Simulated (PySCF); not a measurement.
## Computed structure and properties of PrH3(NH3)

System: PrH3(NH3) (singlet in the valence; each metal's 4f electrons, 2 of them, lie in its core potential, out of spins and levels); start: template (C3v). Method: PySCF 2.14.0, RKS PBE0, Pr lcecp-1-SVP with ECP48, H def2-SVP, N def2-SVP; non-relativistic Hamiltonian with scalar-relativistic core potentials where named; density fitting; no spin-orbit coupling.

Input of the relaxation:

```python
mol = gto.M(atom='''
Pr     0.15458    -0.15458     0.15458
H      1.46808     1.15892     1.46808
H     -1.15892    -1.46808     1.46808
H      1.46808    -1.46808    -1.15892
N     -1.34362     1.34362    -1.34362
H     -1.95682     1.95682    -0.80662
H     -0.80662     1.95682    -1.95682
H     -1.95682     0.80662    -1.95682''',
    basis={'Pr': 'lcecp-1-SVP', 'H': 'def2-SVP', 'N': 'def2-SVP'},
    ecp={'Pr': 'lcecp-1-SVP'},
    charge=0, spin=0)
mf = dft.RKS(mol, xc='PBE0')
mf.grids.atom_grid = (50, 194)  # f atoms: unpruned, at least (60, 302)
mf = mf.density_fit()  # fitting sets: Pr AutoAux, H def2-universal-JKFIT, N def2-universal-JKFIT
mf.conv_tol = 1e-08; mf.max_cycle = 55
mf.kernel(dm0)  # dm0: converged density of the start geometry
# quasi-Newton relaxation in Cartesian coordinates to a largest gradient under 0.00045 Eh/bohr, steps kept in the point group
```

Run from Python with OMP_NUM_THREADS=2; the lines above give its settings. Where DIIS fails, smearing, a level shift and second-order steps follow.
It took 27 s on 2 threads of Arm Neoverse V1, on a shared host, from the converged density of the start.

Course of the relaxation:

```
step  energy above end (eV)  largest force component within the symmetry (eV/Å)
   0                 0.3340                                               0.988
   1                 0.1668                                               0.703
   2                 0.0137                                               0.097
   3                 0.0105                                               0.074
   4                 0.0029                                               0.030
   5                 0.0021                                               0.034
   6                 0.0014                                               0.045
   7                 0.0007                                               0.041
   8                 0.0002                                               0.022
   9                 0.0000                                               0.009
  10                 0.0000                                               0.004
```

Relaxed geometry (C3v):

```xyz
8

Pr    0.2584   -0.2584    0.2584
H     1.2998    1.2627    1.2998
H    -1.2627   -1.2998    1.2998
H     1.2998   -1.2998   -1.2627
N    -1.2616    1.2616   -1.2616
H    -1.8739    1.8739   -0.7179
H    -0.7179    1.8739   -1.8739
H    -1.8739    0.7179   -1.8739
```

| contact | Å |
| --- | --- |
| Pr1–H2 (H) | 2.117 |
| Pr1–H3 (H) | 2.117 |
| Pr1–H4 (H) | 2.117 |
| Pr1–N5 (NH3) | 2.633 |

On the finer grid (75, 302):

```yaml
HOMO: -6.08 eV
LUMO: -0.67 eV
Dipole_about_the_centre_of_mass: 6.15 D
Set_of_Mulliken_populations_of_Pr1_outside_the_core_potential: s 2.55, p 6.43, d 1.38, f 0.03
D3_BJ_dispersion_energy_not_in_the_energies: -0.099 eV
```

```tsv
atom	Mulliken (e)	Löwdin (e)	spin (e)
Pr1	0.61	0.35	0.00
H2	-0.27	-0.22	0.00
H3	-0.27	-0.22	0.00
H4	-0.27	-0.22	0.00
N5	-0.32	-0.04	0.00
H6	0.17	0.11	0.00
H7	0.17	0.11	0.00
H8	0.17	0.11	0.00
```

The 4f levels lie in the core potential and are missing. Their spin isn't counted.

On the grid (50, 194), as all that follows. Harmonic modes: a minimum within the noise of the softest modes; lowest 16 cm⁻¹ (negative: unstable), highest 3607 cm⁻¹, zero-point energy 1.356 eV.

Taking off one H (charge -1, singlet; the rest: singlet) in vacuum, both parts rigid, costs 8.65 eV; the small basis without counterpoise inflates it. Most of it is the attraction of opposite charges; other ways to part are cheaper, and one spin state was tried for the rest.

Rigid scan of H along the line from its metal:

distance to H2 (Å), energy (eV) and a bar:
```
     1.82      0.413 #####
     1.92      0.164 ##
     2.02      0.037 
     2.12      0.000 
     2.22      0.030 
     2.32      0.108 #
     2.52      0.359 #####
     2.82      0.843 ###########
     3.22      1.519 ####################
     3.72      2.277 ##############################
```

Taking off one NH3 (charge 0, singlet; the rest: singlet) in vacuum, both parts rigid, costs 1.38 eV; the small basis without counterpoise inflates it.

Rigid scan of NH3 along the line from its metal:

| distance to N5 (Å) | energy (eV) |
| --- | --- |
| 2.33 | 0.290 |
| 2.43 | 0.111 |
| 2.53 | 0.024 |
| 2.63 | 0.000 |
| 2.73 | 0.018 |
| 2.83 | 0.064 |
| 3.03 | 0.199 |
| 3.33 | 0.427 |
| 3.73 | 0.690 |
| 4.23 | 0.922 |

One start shape was tried, so this needn't be the lowest isomer.

An lcecp potential fixes the number of 4f electrons, so in runs with it no electron can move into or out of that shell.
